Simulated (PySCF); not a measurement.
## C₆ coefficients of unlike pairs at UHF

Calculated with PySCF 2.14 from the dipole response of each species, C₆(A,B) = (3/π) ∫ α_A(iu) α_B(iu) du, in atomic units, from isotropic polarisabilities. For ions this is the dispersion term alone; charge-induced terms of lower order in 1/R come first.

| species | configuration | basis | relativity | α (bohr³) | C₆ (like pair) |
| --- | --- | --- | --- | --- | --- |
| Ca²⁺ | [Ar] (1S) | x2c-QZVPPall with one added diffuse shell each of s, p, d, f type (12s8p5d4f) | spin-free X2C | 3.226 | 10.47 |
| Pt³⁺ | [Xe] 4f14 5d7 (4F) | aug-cc-pVQZ-PP with ECP60MDF (7s7p6d4f3g2h) | core potential | 6.008 | 33.69 |
| Ni⁻ | [Ar] 3d9 4s2 (2D) | aug-cc-pVTZ with one added diffuse shell each of s, p, d, f, g type (9s8p6d4f3g) | none | 82030 | 9262000 |
| Cu⁺ | [Ar] 3d10 (1S) | aug-cc-pwCVDZ-PP with ECP10MDF (6s6p5d3f) | core potential | 4.208 | 10.38 |

Estimate C₆ for Ni⁻ with Pt³⁺.

The integral gives 1561. The combination rule 2 C_A C_B / (C_A α_B/α_A + C_B α_A/α_B) gives 1355 and the geometric mean 17660.

No spin-orbit coupling is included.

The other pairs:

```
      pair     C₆
 Ni⁻, Ca²⁺  839.1
  Cu⁺, Ni⁻   1085
 Cu⁺, Pt³⁺  18.40
Pt³⁺, Ca²⁺  18.77
 Cu⁺, Ca²⁺  10.18
```
